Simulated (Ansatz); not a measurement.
CH₅AlOS₂, relaxed with RKS PBE0-D4/def2-TZVP in the Gaussian-basis code of Ansatz from a PBE-D4/def2-SVP geometry. The force threshold is 0.005 eV/Å; the program also tests the step.

The species carries charge 0 and has multiplicity 1. The bonds changed during the relaxation, so this is another structure than the one it started from.

Start:

```xyz
10

O     1.185   -0.384   -1.173
C     0.301    0.213   -0.352
Al   -0.170   -0.438    1.481
S    -1.649   -0.698   -0.451
S    -0.206    1.893   -0.869
H     1.123    0.031   -2.065
H    -0.712    0.663    2.500
H     0.406   -1.875    1.882
H    -1.109   -1.924   -0.717
H     0.831    2.520   -0.236
```

```json
{"step": "1", "energy (eV)": "-31420.8576", "largest force (eV/Å)": "0.858", "largest move (Å)": "0.000"}
{"step": "2", "energy (eV)": "-31420.9007", "largest force (eV/Å)": "0.360", "largest move (Å)": "0.046"}
{"step": "3", "energy (eV)": "-31420.9195", "largest force (eV/Å)": "0.311", "largest move (Å)": "0.035"}
{"step": "4", "energy (eV)": "-31420.9292", "largest force (eV/Å)": "0.258", "largest move (Å)": "0.028"}
{"step": "5", "energy (eV)": "-31420.9378", "largest force (eV/Å)": "0.182", "largest move (Å)": "0.080"}
{"step": "6", "energy (eV)": "-31420.9408", "largest force (eV/Å)": "0.069", "largest move (Å)": "0.013"}
{"step": "7", "energy (eV)": "-31420.9415", "largest force (eV/Å)": "0.019", "largest move (Å)": "0.013"}
{"step": "8", "energy (eV)": "-31420.9416", "largest force (eV/Å)": "0.010", "largest move (Å)": "0.008"}
{"step": "9", "energy (eV)": "-31420.9416", "largest force (eV/Å)": "0.002", "largest move (Å)": "0.003"}
```

End:

```xyz
10

O     1.154   -0.397   -1.196
C     0.229    0.191   -0.386
Al   -0.140   -0.397    1.469
S    -1.537   -0.655   -0.530
S    -0.197    1.887   -0.824
H     1.060   -0.058   -2.097
H    -0.690    0.696    2.470
H     0.370   -1.844    1.865
H    -1.027   -1.893   -0.666
H     0.778    2.470   -0.104
```

It took 38 s on 4 threads of a server CPU on a shared host, with 0.6 GiB of host memory at the peak.
